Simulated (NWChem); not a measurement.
# GeNH5O2; SMILES [NH2][GeH]([OH])[OH]

```xyz
9

Ge    -0.0424     0.0090     0.3182
N     -0.1180    -1.6425    -0.4360
O     -1.2497     1.1271    -0.3392
O      1.4927     0.7710    -0.1472
H     -0.2062    -0.1225     1.8374
H     -0.6289    -2.3411     0.0959
H     -0.4282    -1.6664    -1.4038
H     -0.8164     1.8716    -0.7731
H      2.1532     0.1079    -0.3764
```
Atoms are numbered in this order, from 1.

Level: PBE0/def2-SVP (NWChem), optimised geometry, unscaled harmonic frequencies. 

```
frequency (cm⁻¹)  IR intensity (km/mol)
----------------  ---------------------
69                                 13.1
162                                86.2
212                                44.0
250                                 2.6
254                                27.5
305                               109.1
511                               164.2
697                                57.4
711                                65.5
724                               160.9
737                                38.5
746                                17.9
887                                48.9
901                               108.6
919                               146.2
1549                               31.6
2189                              128.3
3582                               21.7
3683                               29.8
3893                               85.8
3904                               76.8
```

```json
{
  "zero_point_energy": "38.4 kcal/mol",
  "thermal correction to the enthalpy at 298.15 K (with zero-point energy)": "43.4 kcal/mol",
  "heat capacity Cv": "23.5 cal/(mol K)",
  "entropy at 298.15 K and 1 atm (symmetry number 1)": "81.9 cal/(mol K)",
  "dipole_moment": "1.78 D"
}
```

Rigid rotor and harmonic oscillator; modes under 100 cm⁻¹ make the entropy uncertain.
